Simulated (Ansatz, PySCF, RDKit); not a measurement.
Noncovalent pair: NH3 (SMILES N) (first 4 atoms) with CH4O (SMILES CO); geometry from B3LYP-D3(BJ)/def2-TZVP.
(charge 0, multiplicity 1):
```xyz
10

N      0.0224    -0.1236     0.0761
H     -0.3449    -0.9589    -0.3657
H     -0.3594     0.6772    -0.4145
H      1.0265    -0.1189    -0.0626
C      0.3185     0.0143     3.6751
O     -0.8332    -0.0552     2.8639
H      0.9751    -0.8574     3.5490
H     -0.0073     0.0398     4.7159
H      0.9125     0.9188     3.4858
H     -0.5492    -0.0777     1.9298
```

Interaction energies are E(AB) − E(A) − E(B) at the monomers' geometry in the complex; basis-set methods are counterpoise corrected. Rows marked so take none.

Correlated levels freeze the cores. Rows in 3-21G, 6-31G*, STO-3G carry no dispersion term and start afresh at each structure (6-31G* with six Cartesian d functions).

Codes used: Ansatz (Gaussian orbitals); PySCF for 3-21G rows, 6-31G* rows, STO-3G rows, the dispersion terms; RDKit for the force fields. Each number belongs to the level named beside it.

| level | interaction energy (kcal/mol) |
|---|---|
| MMFF94 | -5.80 |
| HF/STO-3G (no counterpoise) | -6.68 |
| HF/6-31G* (no counterpoise) | -6.92 |
| SVWN5/def2-TZVPPD | -10.66 |
| B3LYP/3-21G (no counterpoise) | -14.58 |
| B3LYP/6-31G* | -7.81 |
| CAM-B3LYP/def2-TZVPPD | -6.81 |
| B2PLYP-D3(BJ)/def2-TZVPPD | -6.91 |
| CCSD(T)/aug-cc-pVDZ | (withheld) |

Complete the blanks.


- CCSD(T)/aug-cc-pVDZ, interaction energy (kcal/mol): -6.01

Ansatz is a program for electronic structure.
